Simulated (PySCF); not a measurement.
**Ionisation energy of P(2+) by level of theory**

P(2+) [Ne] 3s2 3p1 (2P) → P(3+) [Ne] 3s2 (1S), as a difference of total energies. All numbers are calculated (PySCF 2.14, the spin-free X2C one-electron Hamiltonian (Gaussian nucleus), in aug-cc-pVQZ-DK (7s6p4d3f2g, 84 functions)). Correlated levels: valence: [Ne] frozen. The calculations carry no spin-orbit coupling.

| method | ionisation energy (eV) | plus first-order spin-orbit estimate | error of that sum (eV) |
| --- | --- | --- | --- |
| UHF | 29.577 | 29.618 | -0.585 |
| MP2 (valence) | 29.905 | 29.946 | -0.257 |
| SCS-MP2 (valence) | 29.899 | 29.940 | -0.263 |
| CCSD (valence) | 30.017 | 30.057 | -0.146 |
| CCSD(T) (valence) | 30.047 | 30.088 | -0.115 |

Reference: 30.203 eV (measured; NIST Atomic Spectra Database, ionization energies).

A first-order spin-orbit estimate (lowest level to lowest level, LS coupling) adds 0.041 eV.

Errors of the correlated levels include the incompleteness of this basis and the frozen core.
